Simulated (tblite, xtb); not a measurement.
C3H9Bi (SMILES [CH3][Bi]([CH3])[CH3]), singlet, at a GFN2-xTB geometry (such geometries of metal compounds can be far from the true shape). Base run: GFN1-xTB (xtb).

Geometry (Å):
```xyz
13

Bi    -0.0027    -0.0046     0.3277
C     -1.0549    -1.5392    -0.9688
H     -0.6443    -2.5238    -0.7878
H     -0.9095    -1.2791    -2.0073
H     -2.1145    -1.5495    -0.7496
C     -0.8058     1.7097    -0.9208
H     -0.6533     1.4832    -1.9661
H     -0.2850     2.6261    -0.6756
H     -1.8639     1.8412    -0.7359
C      1.8835    -0.1307    -0.9250
H      1.6110    -0.1200    -1.9705
H      2.4169    -1.0464    -0.7057
H      2.5263     0.7144    -0.7162
```
All else is at xtb's defaults.
Base energy -13.39482 Eh.

Programs used: tblite, xtb; a row that names a program was run with it.

Variants of this job, named by their change:

```
change                                                         ΔE vs base (mEh)  HOMO-LUMO gap (eV)  dipole (D)  G_solv (kcal/mol)  SCF cycles
-------------------------------------------------------------  ----------------  ------------------  ----------  -----------------  ----------
base                                                                      0.000                6.77        2.74                  -           9
gbsa = methanol                                                          -4.764                6.77        2.90              -3.06           9
etemp = 5000                                                             -0.046                6.77        2.74                  -           9
alpb = acetone                                                           -6.292                6.78        2.84              -3.99           9
program = tblite; method = gfn1; option = --grad                          0.000                   -           -                  -           -
program = tblite; method = gfn1; option = (--efield, 0,0,0.1)            -2.161                   -           -                  -           -
program = tblite; method = gfn1; option = (--alpb, water)                -1.154                   -           -                  -           -
acc = 0.0001                                                              0.000                6.77        2.74                  -          13
```

ALPB and GBSA are two models with their own fitted parameters for each solvent, which aren't always the measured dielectric constant.
